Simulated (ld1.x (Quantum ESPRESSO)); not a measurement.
**oxygen (O), PAW: configuration errors across variants**

O (Z = 8), PAW, made with ld1.x (Quantum ESPRESSO) 7.5 (PBEsol, scalar-relativistic). Core [He], reference 2s2 2p3 (charge +1). Waves: 2s (bound): rcut 0.55, rcutus 0.70 bohr; 2s channel at 1.7 Ry: rcut 0.55, rcutus 0.70 bohr; 2p (bound): rcut 1.05, rcutus 1.45 bohr; 2p channel at -0.35 Ry: rcut 1.05, rcutus 1.45 bohr; 3d channel at -0.1 Ry: rcut 1.25, rcutus 1.50 bohr; 3d channel at 2.65 Ry: rcut 1.25, rcutus 1.50 bohr. Local part: all-electron potential smoothed inside 1.15 bohr (lloc = -1). Core correction: Bessel-smoothed model core, default radius (core density twice the valence density). Augmentation charge: PSQ, inside the norm-conserving radii.

All-electron excitation energies from the reference (eV): (1) 2s2 2p4 -16.360; (2) 2s2 2p2 33.478; (3) 2s2 2p1 87.185; (4) 2s1 2p5 -1.505; (5) 2s1 2p4 15.138; (6) 2s2 2p0 163.829; (7) 2s2 2p3.5 -10.106.

Errors AE − PS in meV (a dash: test not solved or not reliable):

```csv
change,(1),(2),(3),(4),(5),(6),(7),bound ghosts
base,+0.7,-2.6,-8.8,+0.1,-0.6,-2.9,+0.4,none
"wave 2p channel at -0.35 Ry: rcut 1.05, rcutus 1.45 bohr becomes 2p channel at -1.65 Ry: rcut 1.05, rcutus 1.45 bohr",+0.3,-3.3,-11,-0.3,-0.6,-2.9,+0.2,none
"wave 2p channel at -0.35 Ry: rcut 1.05, rcutus 1.45 bohr becomes 2p channel at -1.53 Ry: rcut 1.05, rcutus 1.45 bohr",+0.7,-2.2,-6.5,+0.2,-0.6,-2.9,+0.3,none
"wave 2p channel at -0.35 Ry: rcut 1.05, rcutus 1.45 bohr becomes 2p channel at -1.43 Ry: rcut 1.05, rcutus 1.45 bohr",+0.9,-1.6,-4.4,+0.5,-0.6,-2.9,+0.4,none
"wave 2p channel at -0.35 Ry: rcut 1.05, rcutus 1.45 bohr becomes 2p channel at -1 Ry: rcut 1.05, rcutus 1.45 bohr",+1.0,-1.7,-5.0,+0.6,-0.5,-2.9,+0.5,none
"wave 2p channel at -0.35 Ry: rcut 1.05, rcutus 1.45 bohr becomes 2p channel at -0.55 Ry: rcut 1.05, rcutus 1.45 bohr",+0.8,-2.4,-8.0,+0.2,-0.6,-2.9,+0.4,none
"wave 2p channel at -0.35 Ry: rcut 1.05, rcutus 1.45 bohr becomes 2p channel at 0.28 Ry: rcut 1.05, rcutus 1.45 bohr",+1.5,-3.1,-13,+0.9,-0.6,-2.9,+0.6,none
"wave 2p channel at -0.35 Ry: rcut 1.05, rcutus 1.45 bohr becomes 2p channel at 1.82 Ry: rcut 1.05, rcutus 1.45 bohr",+1.5,-2.5,-9.2,+0.8,-0.6,-2.9,+0.5,none
```

Give the same row for: wave 2p channel at -0.35 Ry: rcut 1.05, rcutus 1.45 bohr becomes 2p channel at 5 Ry: rcut 1.05, rcutus 1.45 bohr.

-0.7, +0.9, +3.5, -1.0, -0.6, -2.9, +0.5; bound ghosts: none.
